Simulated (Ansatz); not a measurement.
The cluster Zr₄O₁₀H₄ (the lowest singlet isomer of a short search). The state is a singlet with charge 0. Geometry PBE-D4/def2-SVP, basis def2-TZVP, Ansatz.

```xyz
18

Zr   -0.109   -0.172    1.635
Zr   -1.903   -2.032   -0.589
Zr    1.638    2.099   -0.058
Zr    0.779   -0.404   -1.515
O     2.036    3.947   -0.494
O    -0.486   -2.078   -2.240
O     1.787    0.926    1.711
O    -0.035    1.218   -0.671
O    -1.833   -1.544    1.491
O    -2.020   -0.282    0.690
O     0.616    1.859    1.901
O     2.410    0.737   -1.294
O    -1.218   -0.766   -2.200
O     0.670   -1.305    0.203
H     2.264    4.856   -0.731
H    -3.614   -2.597   -1.093
H     0.072   -0.855    3.357
H    -1.054   -3.607   -0.102
```

```
run  HOMO (eV)  LUMO (eV)
  A      -7.56      -2.31
  B     -10.72       0.05
  C      -7.77      -2.16
  D      -6.57      -2.89
  E      -6.26      -3.11
```

In the def2 sets Zr takes a core potential; there is no spin–orbit coupling. The structure holds 3 bonds between oxygen atoms, so isomers without such links may lie far lower. The structure comes from a short search, and lower isomers may exist.

Problem. The runs used HF, PBE, PBE0, r2SCAN, r2SCAN0. Estimate which is which.

Solution. A PBE0 (25 % exact exchange); B HF (100 % exact exchange); C r2SCAN0 (25 % exact exchange); D r2SCAN (0 % exact exchange); E PBE (0 % exact exchange). Exact exchange lowers occupied and raises empty levels; among semilocal functionals meta-GGAs tend to open the gap a little, and such runs are hard to tell apart. The gap grows from 3.15 eV (PBE) to 10.77 eV (HF).
